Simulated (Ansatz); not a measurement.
A nudged elastic band was laid between two geometries of CH6AsSi (9 atoms, charge 1, multiplicity 1).

All numbers below come from Ansatz, RKS PBE/def2-SVP.

- movable images: 9
- climbing image: yes
- spring: 5.0 eV/Å²
- optimiser: quadratic models (default)
- start path: IDPP
- force threshold: 0.05 eV/Å
- iteration limit: 60
- end points: relaxed

Image 0:

```xyz
9
Properties=species:S:1:pos:R:3
Si -0.553 1.136 -0.851
C 0.244 -0.529 -0.351
As 0.740 -1.022 1.279
H -1.807 0.710 -1.558
H 0.419 1.802 -1.776
H -0.815 1.903 0.406
H 0.580 -1.231 -1.142
H 1.084 -2.467 1.550
H 0.108 -0.302 2.444
```

Image 10:

```xyz
9
Properties=species:S:1:pos:R:3
Si -0.560 1.133 -0.852
C 0.224 -0.538 -0.349
As 0.374 -1.190 1.294
H -1.752 0.797 -1.695
H 0.531 1.790 -1.648
H -0.895 1.866 0.407
H 0.494 -1.272 -1.136
H 1.272 -2.377 1.541
H 0.312 -0.209 2.438
```

Task: What changes between the two ends?

Result: No bond is made or broken. The height of As3 over the plane of its neighbours goes from -0.27 to 0.28 Å. The two ends are copies of one structure, up to a mirror image or an exchange of like atoms.

Task: Give the energies along the band, and the barrier.

Result: The forces met the threshold. The highest image is number 5 of 0 to 10, 0.005 eV above the ends, which have the same energy within 2 meV. The top lies less than 8 meV above the higher end, about what the thresholds resolve: that end is a shoulder or a very shallow well. A vibrational analysis at the climbing image gives one clearly imaginary mode, 130i cm⁻¹: a first-order saddle point. Limits of this set-up: the dipole of an ion depends on the origin.

| image | path coordinate (Å) | energy (eV) | height of As3 over the plane of its neighbours (Å) |
| --- | --- | --- | --- |
| 0 | 0.00 | 0.000 | -0.27 |
| 1 | 0.06 | 0.000 | -0.23 |
| 2 | 0.12 | 0.001 | -0.18 |
| 3 | 0.18 | 0.003 | -0.13 |
| 4 | 0.24 | 0.004 | -0.07 |
| 5 | 0.30 | 0.005 | 0.00 |
| 6 | 0.36 | 0.004 | 0.07 |
| 7 | 0.42 | 0.003 | 0.13 |
| 8 | 0.48 | 0.001 | 0.19 |
| 9 | 0.54 | 0.000 | 0.23 |
| 10 | 0.60 | 0.000 | 0.28 |

Task: What is the geometry of the highest image?

Result: 
```xyz
9
Properties=species:S:1:pos:R:3
Si -0.557 1.138 -0.859
C 0.234 -0.534 -0.364
As 0.556 -1.102 1.271
H -1.787 0.765 -1.630
H 0.473 1.810 -1.715
H -0.851 1.877 0.408
H 0.540 -1.260 -1.144
H 1.185 -2.439 1.569
H 0.207 -0.254 2.464
```

The run took 78 s on 1 CPU thread of a shared host.
